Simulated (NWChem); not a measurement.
diarsenic (As2); SMILES [As]#[As]

```xyz
2

As     0.0000     0.0000     1.0593
As     0.0000     0.0000    -1.0593
```
Atoms are numbered in this order, from 1.

The geometry was optimised at B3LYP/6-31G* (spherical d).

Q: List the 4 lowest vertical singlet excitations from PBE0/def2-TZVP, TDA (NWChem).

A: 
| state | energy (eV) | oscillator strength | leading excitation (squared amplitude) |
|---|---|---|---|
| S1 | 2.92 | 0.000 | HOMO−1 → LUMO+1 (0.50) |
| S2 | 3.28 | 0.000 | HOMO−1 → LUMO (0.50) |
| S3 | 3.28 | 0.000 | HOMO−1 → LUMO+1 (0.50) |
| S4 | 3.79 | 0.000 | HOMO−2 → LUMO (0.99) |
